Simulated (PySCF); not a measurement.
Level of theory: PySCF with PBE-D3(BJ)/def2-TZVP // r2SCAN-D4/def2-TZVP. Isolated molecules, 0 K electronic values unless said otherwise. One relaxed conformer stands for a flexible species; it need not be the lowest. Delta-SCF ions had no search for a lower state. 

Reference species (SMILES): `BC1=CC=C[SiH2]1` (neutral, multiplicity 1).

```json
{
  "vertical ionisation energy (Delta-SCF)": "9.22 eV",
  "S1 oscillator strength": "0.000"
}
```

Changed species: `B[SiH]1C=CC=C1`.

**Question.** Give the shifts of the vertical ionisation energy (Delta-SCF) and S1 oscillator strength.

**Answer.** the vertical ionisation energy (Delta-SCF) drops by 0.38 eV, to 8.84 eV; the S1 oscillator strength rises by 0.011, to 0.011.
